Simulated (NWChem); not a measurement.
The numbers come from NWChem runs, not from measurements. System: HBr, charge 0, spin multiplicity 1, displaced from the optimised geometry. Level: PBE/def2-SVP, spin-restricted.

Job file:

```
start mol
memory heap 200 mb stack 800 mb global 1000 mb
geometry units angstroms nocenter noautoz noautosym
  Br     0.000000     0.000000     0.039510
  H      0.000000     0.000000    -2.449632
end
basis spherical
  * library def2-svp
end
dft
  xc xpbe96 cpbe96
  semidirect memsize 60000000 filesize 0
  iterations 100
end
task dft energy
```

Part of the output:

```
             Northwest Computational Chemistry Package (NWChem) 7.3.0
             --------------------------------------------------------

                                NWChem Input Module
                                -------------------

 Scaling coordinates for geometry "geometry" by  1.889725989
 (inverse scale =  0.529177249)

                             Geometry "geometry" -> ""
                             -------------------------

 Output coordinates in angstroms (scale by  1.889725989 to convert to a.u.)

  No.       Tag          Charge          X              Y              Z
 ---- ---------------- ---------- -------------- -------------- --------------
    1 Br                  35.0000     0.00000000     0.00000000     0.03951000
    2 H                    1.0000     0.00000000     0.00000000    -2.44963200

 Effective nuclear repulsion energy (a.u.)       7.4407983614

            Nuclear Dipole moment (a.u.)
            ----------------------------
        X                 Y               Z
 ---------------- ---------------- ----------------
     0.0000000000     0.0000000000    -2.0159256695


 Summary of "ao basis" -> "" (spherical)
 ------------------------------------------------------------------------------
       Tag                 Description            Shells   Functions and Types
 ---------------- ------------------------------  ------  ---------------------
 *                          def2-svp                  on all atoms

  pbe96 is a nonlocal functional; adding pw91lda local functional.

                                 NWChem DFT Module
                                 -----------------

 Summary of "ao basis" -> "ao basis" (spherical)
 ------------------------------------------------------------------------------
       Tag                 Description            Shells   Functions and Types
 ---------------- ------------------------------  ------  ---------------------
 Br                         def2-svp                12       32   5s4p3d
 H                          def2-svp                 3        5   2s1p

 Summary of "ao basis" -> "ao basis" (spherical)
 ------------------------------------------------------------------------------
       Tag                 Description            Shells   Functions and Types
 ---------------- ------------------------------  ------  ---------------------
 Br                         def2-svp                12       32   5s4p3d
 H                          def2-svp                 3        5   2s1p

            General Information
            -------------------
          SCF calculation type: DFT
          Wavefunction type:  closed shell.
          No. of atoms     :     2
          No. of electrons :    36
           Alpha electrons :    18
            Beta electrons :    18
          Charge           :     0
          Spin multiplicity:     1
          Use of symmetry is: off; symmetry adaption is: off
          Maximum number of iterations: 100
          AO basis - number of functions:    37
                     number of shells:    15
          Convergence on energy requested:  1.00D-06
          Convergence on density requested:  1.00D-05
          Convergence on gradient requested:  5.00D-04

              XC Information
              --------------
          PerdewBurkeErnzerhof Exchange Functional  1.000
            Perdew 1991 LDA Correlation Functional  1.000 local
           PerdewBurkeErnz. Correlation Functional  1.000 non-local

             Grid Information
[...]
 d= 0,ls=0.5,diis    38  -2573.9328741988 -8.43D-05  1.20D-04  6.32D-04     4.0
 d= 0,ls=0.5,diis    39  -2573.9329336168 -5.94D-05  9.95D-05  4.45D-04     4.1
 d= 0,ls=0.5,diis    40  -2573.9329751167 -4.15D-05  8.38D-05  3.15D-04     4.1
 d= 0,ls=0.5,diis    41  -2573.9330045256 -2.94D-05  7.05D-05  2.23D-04     4.2
 d= 0,ls=0.5,diis    42  -2573.9330253390 -2.08D-05  5.96D-05  1.58D-04     4.3
 d= 0,ls=0.5,diis    43  -2573.9330401429 -1.48D-05  5.01D-05  1.12D-04     4.4
 d= 0,ls=0.5,diis    44  -2573.9330506159 -1.05D-05  4.21D-05  7.89D-05     4.5
 d= 0,ls=0.5,diis    45  -2573.9330580104 -7.39D-06  3.54D-05  5.58D-05     4.6
 d= 0,ls=0.5,diis    46  -2573.9330632318 -5.22D-06  2.97D-05  3.95D-05     4.7
 d= 0,ls=0.5,diis    47  -2573.9330669157 -3.68D-06  2.50D-05  2.80D-05     4.7
 d= 0,ls=0.5,diis    48  -2573.9330695263 -2.61D-06  2.10D-05  1.98D-05     4.8
 d= 0,ls=0.5,diis    49  -2573.9330713777 -1.85D-06  1.77D-05  1.41D-05     4.9
 d= 0,ls=0.5,diis    50  -2573.9330726894 -1.31D-06  1.49D-05  9.97D-06     5.0
 d= 0,ls=0.5,diis    51  -2573.9330736196 -9.30D-07  1.26D-05  7.07D-06     5.1
 d= 0,ls=0.5,diis    52  -2573.9330742792 -6.60D-07  1.06D-05  5.01D-06     5.2
 d= 0,ls=0.5,diis    53  -2573.9330747463 -4.67D-07  8.90D-06  3.55D-06     5.3

         Total DFT energy =    -2573.933075077750
      One electron energy =    -3596.804532055983
           Coulomb energy =     1106.565918930233
    Exchange-Corr. energy =      -91.135260313438
 Nuclear repulsion energy =        7.440798361439

 Numeric. integr. density =       35.999999647040

     Total iterative time =      5.0s

                       DFT Final Molecular Orbital Analysis
                       ------------------------------------

 Vector   16  Occ=2.000000D+00  E=-3.174760D-01
              MO Center=  8.1D-09,  2.4D-08, -1.0D+00, r^2= 2.6D+00
   Bfn.  Coefficient  Atom+Function         Bfn.  Coefficient  Atom+Function
  ----- ------------  ---------------      ----- ------------  ---------------
    17      0.413053  1 Br pz                14      0.391539  1 Br pz
    33     -0.353298  2 H  s                 34     -0.300232  2 H  s
    11     -0.260590  1 Br pz                 4      0.085105  1 Br s
     8      0.084829  1 Br pz                 3     -0.050582  1 Br s

 Vector   17  Occ=2.000000D+00  E=-2.537916D-01
              MO Center= -1.4D-07, -2.3D-07,  3.7D-02, r^2= 1.4D+00
   Bfn.  Coefficient  Atom+Function         Bfn.  Coefficient  Atom+Function
  ----- ------------  ---------------      ----- ------------  ---------------
    15      0.431973  1 Br px                16     -0.431788  1 Br py
    12      0.386230  1 Br px                13     -0.386064  1 Br py
     9     -0.255794  1 Br px                10      0.255684  1 Br py
     6      0.083161  1 Br px                 7     -0.083125  1 Br py

 Vector   18  Occ=2.000000D+00  E=-2.537916D-01
              MO Center=  2.3D-07,  2.6D-07,  3.7D-02, r^2= 1.4D+00
   Bfn.  Coefficient  Atom+Function         Bfn.  Coefficient  Atom+Function
  ----- ------------  ---------------      ----- ------------  ---------------
    15      0.431788  1 Br px                16      0.431973  1 Br py
    12      0.386064  1 Br px                13      0.386230  1 Br py
     9     -0.255684  1 Br px                10     -0.255794  1 Br py
     6      0.083125  1 Br px                 7      0.083161  1 Br py

 Vector   19  Occ=0.000000D+00  E=-2.236343D-01
              MO Center= -1.8D-07, -1.5D-07, -1.3D+00, r^2= 2.9D+00
   Bfn.  Coefficient  Atom+Function         Bfn.  Coefficient  Atom+Function
  ----- ------------  ---------------      ----- ------------  ---------------
    17      0.463101  1 Br pz                34      0.455999  2 H  s
    33      0.446767  2 H  s                 14      0.405634  1 Br pz
    11     -0.263205  1 Br pz                 4     -0.102907  1 Br s
     8      0.085412  1 Br pz                 3      0.058316  1 Br s

 Vector   20  Occ=0.000000D+00  E= 2.800052D-01
              MO Center= -7.7D-07, -5.5D-07,  3.5D-02, r^2= 2.9D+00
   Bfn.  Coefficient  Atom+Function         Bfn.  Coefficient  Atom+Function
  ----- ------------  ---------------      ----- ------------  ---------------
     4      2.039461  1 Br s                  5     -1.916660  1 Br s
     3     -0.589152  1 Br s                 33      0.266569  2 H  s
     2      0.098932  1 Br s                 14      0.079630  1 Br pz
    34     -0.055485  2 H  s                 17     -0.054777  1 Br pz
     1     -0.040195  1 Br s                 37     -0.035180  2 H  pz

 Vector   21  Occ=0.000000D+00  E= 4.119861D-01
              MO Center=  6.7D-08,  6.9D-08, -2.1D+00, r^2= 2.9D+00
   Bfn.  Coefficient  Atom+Function         Bfn.  Coefficient  Atom+Function
  ----- ------------  ---------------      ----- ------------  ---------------
    34      1.283109  2 H  s                 33     -1.161017  2 H  s
     5     -0.625157  1 Br s                  4      0.452813  1 Br s
    30      0.339912  1 Br d  0              17      0.229763  1 Br pz
    20     -0.100132  1 Br d  0               3     -0.096197  1 Br s

 center of mass
 --------------
 x =   0.00000000 y =   0.00000000 z =   0.01608237

 moments of inertia (a.u.)
 ------------------
          22.021125615211           0.000000000000           0.000000000000
           0.000000000000          22.021125615211           0.000000000000
           0.000000000000           0.000000000000           0.000000000000

     Multipole analysis of the density
     ---------------------------------

     L   x y z        total         alpha         beta         nuclear
     -   - - -        -----         -----         ----         -------
     0   0 0 0     -0.000000    -18.000000    -18.000000     36.000000

     1   1 0 0      0.000002      0.000001      0.000001      0.000000
     1   0 1 0      0.000002      0.000001      0.000001      0.000000
     1   0 0 1     -0.519930      0.747998      0.747998     -2.015926

     2   2 0 0    -14.968954     -7.484477     -7.484477      0.000000
     2   1 1 0     -0.000000     -0.000000     -0.000000      0.000000
     2   1 0 1      0.000066      0.000033      0.000033      0.000000
     2   0 2 0    -14.968954     -7.484477     -7.484477      0.000000
     2   0 1 1      0.000067      0.000033      0.000033      0.000000
     2   0 0 2     -9.589046    -15.606515    -15.606515     21.623985

 Task  times  cpu:        5.3s     wall:        5.3s

 Total times  cpu:        5.4s     wall:        5.4s
```
